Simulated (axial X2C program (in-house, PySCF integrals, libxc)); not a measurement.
## Ω levels of PmF from open-shell CI on f5 s1

Calculated with an axial X2C code built on PySCF integrals: two-component X2C with atomic mean-field Coulomb terms (Gaunt term off), basis Pm dyall-v3z, F dyall-av3z (cores contracted in-house). Orbitals come from Hartree–Fock averaged over the configuration Pm f5 s1; CI then distributes these electrons over the f, s shells of Pm.

R = 2.129 Å (near the minimum of the configuration average).

Active spinors (ω > 0):

| shell | ω | ε (eV) | character |
| --- | --- | --- | --- |
| f | 5/2 | 6.01 | 100% Pm f |
| f | 3/2 | 6.11 | 100% Pm f |
| f | 1/2 | 6.15 | 99% Pm f |
| f | 7/2 | 6.37 | 100% Pm f |
| f | 5/2 | 6.45 | 100% Pm f |
| f | 3/2 | 6.50 | 99% Pm f |
| f | 1/2 | 6.50 | 98% Pm f |
| s | 1/2 | -2.25 | 78% Pm s, 14% Pm p |

Lowest levels of this model:

| Ω | energy (cm⁻¹) | g∥ | μ (D) | configuration |
| --- | --- | --- | --- | --- |
| 0 | 0 | 0.00 | -2.97 | 100% f5 s1 |
| 1 | 93 | 1.85 | -2.96 | 100% f5 s1 |
| 2 | 385 | 4.21 | -2.95 | 100% f5 s1 |
| 0 | 549 | 0.00 | -2.97 | 100% f5 s1 |
| 1 | 675 | 1.59 | -2.95 | 100% f5 s1 |
| 3 | 905 | 7.06 | -2.94 | 100% f5 s1 |
| 2 | 1017 | 2.60 | -2.88 | 100% f5 s1 |
| 0 | 1303 | 0.00 | -2.96 | 100% f5 s1 |
| 1 | 1387 | 1.56 | -2.93 | 100% f5 s1 |
| 2 | 1594 | 2.77 | -2.86 | 100% f5 s1 |
| 4 | 1672 | 10.16 | -2.93 | 100% f5 s1 |
| 3 | 1709 | 6.17 | -2.87 | 100% f5 s1 |
| 0 | 1744 | 0.00 | -2.96 | 100% f5 s1 |
| 1 | 1818 | 1.38 | -2.96 | 100% f5 s1 |
| 2 | 2080 | 3.11 | -2.94 | 100% f5 s1 |
| 0 | 2181 | 0.00 | -2.95 | 100% f5 s1 |
| 3 | 2520 | 6.46 | -2.85 | 100% f5 s1 |
| 3 | 2618 | 5.03 | -2.89 | 100% f5 s1 |
| 4 | 2622 | 9.58 | -2.86 | 100% f5 s1 |
| 5 | 2666 | 13.27 | -2.90 | 100% f5 s1 |
| 0 | 2887 | 0.00 | -2.97 | 100% f5 s1 |
| 0 | 3175 | 0.00 | -2.95 | 100% f5 s1 |
| 4 | 3597 | 9.78 | -2.85 | 100% f5 s1 |
| 4 | 3706 | 8.66 | -2.88 | 100% f5 s1 |
| 5 | 3721 | 12.82 | -2.85 | 100% f5 s1 |
| 6 | 3864 | 16.25 | -2.86 | 100% f5 s1 |
| 0 | 4130 | 0.00 | -2.96 | 100% f5 s1 |
| 5 | 4813 | 12.92 | -2.85 | 100% f5 s1 |
| 6 | 5000 | 15.89 | -2.82 | 100% f5 s1 |
| 5 | 5039 | 11.95 | -2.85 | 100% f5 s1 |

g∥ is the magnitude of 2⟨Lz + ge Sz⟩ for the +Ω component. μ is positive if the F end is positive.

This point took 2.2 s on 1 thread of Arm Neoverse V1, on a shared host.

There is no dynamic correlation: spin–orbit spacings and, for f shells, spacings inside one term are the most reliable numbers, splittings between terms come out too wide, and energies between configurations are not reliable, so the lowest level need not be the ground state of the molecule. At most 4 roots were kept for each Ω > 0 (twice that for Ω = 0) within 2.2 eV of the lowest, so higher up levels can be missing between those listed; levels with Ω > 0 are doubly degenerate and listed once, Ω = 0 levels singly.
